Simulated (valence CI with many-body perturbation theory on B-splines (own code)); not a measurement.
# Er XXVIII: E2, M1 decay

Computed by valence CI with perturbative core correlation (CI+MBPT): five valence electrons over a frozen Dirac-Fock core [Kr], radial functions for each j: 7 s, 7 p, 8 d, 6 f, 4 g, 1 h, with the one-electron correlation potential Σ1, the two-electron term Σ2, the three-electron term Σ3, Breit, model QED; selected CI, second order for the rest (own B-spline code, finite nucleus).

The last digits are not significant, and no measured levels were compared; by estimate large intervals hold to a few tenths of a per cent, small ones and those within an open d or f shell to about a per cent. Only levels of the ground parity were solved; by the run's estimate the other parity begins above the list, which can be wrong where configurations are misplaced.

Lines 1 to 50 of 120 in falling wavelength, among levels below 403270 cm⁻¹, chosen from the decays that carry over 1 % of a level's rate. Wavelengths and rates use the calculated energies. Electric multipoles are in the length gauge, E1 and E2 with the static RPA response of the core. S is in atomic units (e²a₀⁴ for E2 and M2, e²a₀⁶ for E3), for M1 in squared Bohr magnetons. Weak lines are less certain than strong ones. Lines between different terms over intervals too small for the method are left out, as are lines whose strength nearly cancels.

Levels are named by their leading jj configuration (3d3/2^4 stands for four electrons in 3d with j = 3/2), which in mixed levels can hold well under half, so a name can repeat and another be missing. Letters in brackets count levels of one name in rising energy.

| λ vac (nm) | Upper | Lower | Type | A (s⁻¹) | S (a.u.) |
| --- | --- | --- | --- | --- | --- |
| 1572 | (4d3/2^3 4d5/2^2) J=11/2 | (4d3/2^3 4d5/2^2) J=7/2 [a] | E2 | 2.01e-07 | 2.06e-03 |
| 1114 | (4d3/2^3 4d5/2^2) J=9/2 | (4d3/2^3 4d5/2^2) J=11/2 | M1 | 8.93e+00 | 4.57e+00 |
| 664.9 | (4d3/2^2 4d5/2^3) J=13/2 | (4d3/2^2 4d5/2^3) J=11/2 | M1 | 2.32e+01 | 3.54e+00 |
| 651.8 | (4d3/2^3 4d5/2^2) J=9/2 | (4d3/2^3 4d5/2^2) J=7/2 [a] | M1 | 5.15e+01 | 5.29e+00 |
| 618.3 | (4d3/2^3 4d5/2^2) J=7/2 [b] | (4d3/2^3 4d5/2^2) J=5/2 [b] | M1 | 3.90e+01 | 2.74e+00 |
| 595.6 | (4d3/2^3 4d5/2^2) J=5/2 [b] | (4d3/2^3 4d5/2^2) J=3/2 [a] | M1 | 5.37e+01 | 2.52e+00 |
| 455.9 | (4d3/2^3 4d5/2^2) J=1/2 | (4d3/2^3 4d5/2^2) J=3/2 [a] | M1 | 3.42e+02 | 2.40e+00 |
| 313.3 | (4d3/2^2 4d5/2^3) J=5/2 [b] | (4d3/2^3 4d5/2^2) J=3/2 [b] | M1 | 2.37e+02 | 1.62e+00 |
| 312.9 | (4d3/2^3 4d5/2^2) J=7/2 [a] | (4d3/2^3 4d5/2^2) J=5/2 [a] | M1 | 4.37e+02 | 3.97e+00 |
| 287.4 | (4d3/2^2 4d5/2^3) J=3/2 [b] | (4d3/2^2 4d5/2^3) J=3/2 [a] | M1 | 1.06e+02 | 3.72e-01 |
| 282.3 | (4d3/2^2 4d5/2^3) J=7/2 [b] | (4d3/2^2 4d5/2^3) J=9/2 [a] | M1 | 6.40e+01 | 4.27e-01 |
| 277.9 | (4d3/2^2 4d5/2^3) J=3/2 [a] | (4d3/2^2 4d5/2^3) J=5/2 [a] | M1 | 3.84e+02 | 1.22e+00 |
| 277.5 | (4d3/2^3 4d5/2^2) J=7/2 [b] | (4d3/2^3 4d5/2^2) J=7/2 [a] | M1 | 1.56e+02 | 9.90e-01 |
| 247.6 | (4d3/2^2 4d5/2^3) J=9/2 [c] | (4d3/2^2 4d5/2^3) J=7/2 [b] | M1 | 7.67e+01 | 4.32e-01 |
| 240.9 | (4d3/2^3 4d5/2^2) J=3/2 [b] | (4d3/2^3 4d5/2^2) J=1/2 | M1 | 1.15e+02 | 2.39e-01 |
| 223.2 | (4d3/2^2 4d5/2^3) J=9/2 [c] | (4d3/2^2 4d5/2^3) J=9/2 [b] | M1 | 8.18e+02 | 3.37e+00 |
| 223.0 | (4d3/2^2 4d5/2^3) J=1/2 [b] | (4d3/2^2 4d5/2^3) J=3/2 [a] | M1 | 7.04e+02 | 5.79e-01 |
| 222.2 | (4d3/2^2 4d5/2^3) J=7/2 [b] | (4d3/2^2 4d5/2^3) J=7/2 [a] | M1 | 2.88e+02 | 9.35e-01 |
| 214.3 | (4d3/2^3 4d5/2^2) J=3/2 [b] | (4d3/2^3 4d5/2^2) J=5/2 [b] | M1 | 2.78e+02 | 4.06e-01 |
| 210.6 | (4d3/2^2 4d5/2^3) J=9/2 [a] | (4d3/2^3 4d5/2^2) J=7/2 [b] | M1 | 7.87e+02 | 2.73e+00 |
| 193.0 | (4d3/2^3 4d5/2^2) J=5/2 [b] | (4d3/2^3 4d5/2^2) J=5/2 [a] | M1 | 2.56e+03 | 4.09e+00 |
| 185.0 | (4d3/2^2 4d5/2^3) J=7/2 [a] | (4d3/2^3 4d5/2^2) J=5/2 [b] | M1 | 1.67e+03 | 3.14e+00 |
| 179.4 | (4d3/2^2 4d5/2^3) J=5/2 [c] | (4d3/2^3 4d5/2^2) J=3/2 [b] | M1 | 2.05e+03 | 2.63e+00 |
| 172.3 | (4d3/2^3 4d5/2^2) J=5/2 [a] | (4d3/2^4 4d5/2) J=5/2 | M1 | 7.46e+03 | 8.49e+00 |
| 171.9 | (4d3/2^2 4d5/2^3) J=5/2 [a] | (4d3/2^3 4d5/2^2) J=7/2 [a] | M1 | 1.85e+03 | 2.08e+00 |
| 170.7 | (4d3/2^2 4d5/2^3) J=7/2 [a] | (4d3/2^3 4d5/2^2) J=9/2 | M1 | 2.55e+03 | 3.76e+00 |
| 167.1 | (4d3/2 4d5/2^4) J=7/2 [a] | (4d3/2^2 4d5/2^3) J=5/2 [c] | M1 | 1.31e+03 | 1.82e+00 |
| 160.2 | (4d3/2^2 4d5/2^3) J=5/2 [b] | (4d3/2^3 4d5/2^2) J=7/2 [b] | M1 | 1.23e+03 | 1.13e+00 |
| 160.2 | (4d3/2^2 4d5/2^3) J=3/2 [b] | (4d3/2^3 4d5/2^2) J=3/2 [b] | M1 | 8.95e+01 | 5.46e-02 |
| 159.4 | (4d3/2^2 4d5/2^3) J=1/2 [a] | (4d3/2^3 4d5/2^2) J=1/2 | M1 | 5.29e+03 | 1.59e+00 |
| 158.4 | (4d3/2^2 4d5/2^3) J=11/2 | (4d3/2^3 4d5/2^2) J=9/2 | M1 | 1.11e+03 | 1.96e+00 |
| 157.6 | (4d3/2^3 4d5/2^2) J=3/2 [b] | (4d3/2^3 4d5/2^2) J=3/2 [a] | M1 | 6.26e+02 | 3.64e-01 |
| 156.1 | (4d3/2^2 4d5/2^3) J=5/2 [c] | (4d3/2^2 4d5/2^3) J=5/2 [a] | M1 | 2.24e+02 | 1.89e-01 |
| 151.6 | (4d3/2 4d5/2^4) J=5/2 [a] | (4d3/2^2 4d5/2^3) J=3/2 [a] | M1 | 2.09e+03 | 1.62e+00 |
| 148.0 | (4d3/2 4d5/2^4) J=7/2 [a] | (4d3/2^2 4d5/2^3) J=9/2 [b] | M1 | 1.56e+03 | 1.50e+00 |
| 145.2 | (4d3/2 4d5/2^4) J=3/2 [a] | (4d3/2^2 4d5/2^3) J=5/2 [c] | M1 | 7.90e+02 | 3.59e-01 |
| 144.6 | (4d3/2^2 4d5/2^3) J=3/2 [a] | (4d3/2^3 4d5/2^2) J=1/2 | M1 | 7.38e+02 | 3.31e-01 |
| 141.3 | (4d3/2^2 4d5/2^3) J=3/2 [b] | (4d3/2^2 4d5/2^3) J=5/2 [a] | M1 | 6.94e+02 | 2.91e-01 |
| 138.7 | (4d3/2^2 4d5/2^3) J=11/2 | (4d3/2^3 4d5/2^2) J=11/2 | M1 | 6.40e+03 | 7.58e+00 |
| 135.3 | (4d3/2^2 4d5/2^3) J=7/2 [a] | (4d3/2^3 4d5/2^2) J=7/2 [a] | M1 | 3.69e+03 | 2.71e+00 |
| 134.6 | (4d3/2^2 4d5/2^3) J=3/2 [a] | (4d3/2^3 4d5/2^2) J=5/2 [b] | M1 | 2.95e+03 | 1.06e+00 |
| 133.1 | (4d3/2 4d5/2^4) J=11/2 | (4d3/2^2 4d5/2^3) J=9/2 [b] | M1 | 1.63e+03 | 1.71e+00 |
| 129.6 | (4d3/2^2 4d5/2^3) J=9/2 [a] | (4d3/2^3 4d5/2^2) J=11/2 | M1 | 2.55e+03 | 2.06e+00 |
| 127.4 | (4d3/2^2 4d5/2^3) J=9/2 [b] | (4d3/2^3 4d5/2^2) J=7/2 [b] | M1 | 1.42e+03 | 1.09e+00 |
| 127.3 | (4d3/2^2 4d5/2^3) J=5/2 [b] | (4d3/2^3 4d5/2^2) J=5/2 [b] | M1 | 6.15e+03 | 2.82e+00 |
| 123.7 | (4d3/2^2 4d5/2^3) J=9/2 [c] | (4d3/2^2 4d5/2^3) J=11/2 | M1 | 2.21e+02 | 1.55e-01 |
| 122.5 | (4d3/2^2 4d5/2^3) J=7/2 [c] | (4d3/2^2 4d5/2^3) J=5/2 [a] | M1 | 2.63e+02 | 1.43e-01 |
| 120.6 | (4d3/2^2 4d5/2^3) J=7/2 [b] | (4d3/2^3 4d5/2^2) J=7/2 [b] | M1 | 1.32e+03 | 6.87e-01 |
| 119.7 | (4d3/2^2 4d5/2^3) J=9/2 [a] | (4d3/2^3 4d5/2^2) J=7/2 [a] | M1 | 3.82e+03 | 2.43e+00 |
| 119.5 | (4d3/2 4d5/2^4) J=7/2 [a] | (4d3/2^2 4d5/2^3) J=5/2 [b] | M1 | 4.60e+03 | 2.33e+00 |
